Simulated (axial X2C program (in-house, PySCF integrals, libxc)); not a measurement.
## Bond lengths and stretching modes, held linear, of FCoF⁺

Computed with an in-house all-electron X2C program for linear molecules (integrals from PySCF): two-component X2C with atomic mean-field Coulomb and Gaunt terms, Gaussian nuclei, basis F dyall-av3z, Co dyall-v3z with contracted cores. Spin-free rows use the one-electron spin-free X2C Hamiltonian.

Masses F 18.998, Co 58.933, F 18.998 u. States: 2c Ω = 4 (beyond evenly filled blocks: ω = 3/2, ω = 5/2); spin-free M_S = 2, Λ = 2 (beyond evenly filled blocks: σα, π+α, π-α, δ+α, δ+β, δ-α).

HF, spin-free: energies above the lowest point

| r(F–Co) (Å) | r(Co–F) (Å) | E (meV) |
| --- | --- | --- |
| 1.6136 | 1.6136 | 89.67 |
| 1.6136 | 1.6550 | 42.72 |
| 1.6136 | 1.6964 | 69.90 |
| 1.6550 | 1.6136 | 42.72 |
| 1.6550 | 1.6550 | 0.00 |
| 1.6550 | 1.6964 | 31.13 |
| 1.6550 | 1.7378 | 121.23 |
| 1.6964 | 1.6136 | 69.90 |
| 1.6964 | 1.6550 | 31.13 |
| 1.6964 | 1.6964 | 65.95 |
| 1.7378 | 1.6550 | 121.23 |
| 1.7378 | 1.7378 | 256.30 |

Q: Fit a quadratic surface with cubic terms in each bond: where is the minimum, and what are the two stretching wavenumbers?

A: At HF, spin-free: bonds 1.657 and 1.657 Å; harmonic stretches 800.4 and 975.8 cm⁻¹; force constants 6.83, 6.83 and coupling 0.35 mdyn/Å.

The other levels and Hamiltonians give:

```csv
Hamiltonian,level,r(F–Co) (Å),r(Co–F) (Å),lower stretch (cm⁻¹),upper stretch (cm⁻¹)
2c,PBE0,1.656,1.656,739.7,932.9
2c,HF,1.657,1.657,800.3,975.6
2c,LDA,1.652,1.652,715.0,910.4
2c,MP2,1.651,1.651,772.8,942.3
spin-free,PBE0,1.656,1.656,739.9,933.4
spin-free,LDA,1.652,1.652,715.1,910.8
spin-free,MP2,1.650,1.650,772.9,942.7
```

Each state is one determinant, the lowest of a limited PBE0 search; the stretches come from a fit to these few points and carry an uncertainty of a few per cent. Other orders of the atoms were not compared. MP2 freezes inner shells (threshold -2 hartree). The molecule was held linear; bending was not examined, so a bent shape may lie lower. Open-shell Ω = 0 determinants with evenly filled partner blocks cannot be reached by this program, so the Ω shown need not be the lowest component. Note: functional without a current term on a determinant with orbital currents, of the molecule or an atom. Note: several unpaired electrons, one determinant need not be a pure state.
